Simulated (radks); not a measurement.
Si9+, 5 electrons, occupied as 1s1.75 2s2 2p1 3s0.25 (fractional occupations, a model configuration).

Method: non-relativistic Kohn-Sham, LDA (Slater exchange, Perdew-Wang correlation), spin-polarised, spherical densities, point nucleus; open shells are filled with parallel spins first; computed with a radial shooting solver on a logarithmic mesh with Libxc functionals.

Energy parts (eV):
part                      energy
total                  -5968.358
kinetic                 5960.183
electron-nucleus      -12657.515
Hartree                 1010.521
exchange-correlation    -281.548

Orbitals (lengths in bohr, moments of r in powers of bohr; r(max) is where P^2 peaks):
| orbital | occ. | eigenvalue (eV) | r(max) | <r^4> | <r^2> | <r> |
|---|---|---|---|---|---|---|
| 1s up | 1 | -2174.659 | 0.07280 | 0.0006904 | 0.01644 | 0.1107 |
| 1s down | 0.75 | -2160.130 | 0.07286 | 0.0006927 | 0.01647 | 0.1108 |
| 2s up | 1 | -416.3293 | 0.4134 | 0.1294 | 0.2771 | 0.4863 |
| 2s down | 1 | -409.3501 | 0.4160 | 0.1333 | 0.2812 | 0.4898 |
| 2p up | 1 | -388.2230 | 0.3318 | 0.09177 | 0.2176 | 0.4235 |
| 2p down | 0 | -379.9396 | 0.3349 | 0.09586 | 0.2223 | 0.4279 |
| 3s up | 0.25 | -161.2108 | 1.127 | 3.765 | 1.611 | 1.191 |
| 3s down | 0 | -157.9784 | 1.134 | 3.903 | 1.638 | 1.201 |
| 3p up | 0 | -152.4629 | 1.085 | 3.544 | 1.535 | 1.155 |
| 3p down | 0 | -149.1103 | 1.094 | 3.699 | 1.566 | 1.166 |
| 4s up | 0 | -84.0375 | 2.235 | 41.67 | 5.514 | 2.214 |
| 4s down | 0 | -82.9351 | 2.262 | 43.62 | 5.645 | 2.241 |

The highest occupied level is 3s up at -161.21 eV. The configuration is held as typed, so some empty levels lie below it. The spin density at the nucleus is 215.0 e/bohr^3 (1s 208.4, 2s 1.7, 3s 5.0), a Fermi contact field of 1.13e+04 T. Summed over all electrons, <r^2> = 1.207 bohr^2, which gives a Langevin (diamagnetic) susceptibility term of -0.956 x 10^-6 cm^3/mol. Virial ratio -V/T = 2.00137.

Run on one thread of a shared host, so times are rough (Arm Neoverse V2): 0.07 s of CPU time, 0.07 s wall, 13 iterations on 2476 mesh points.
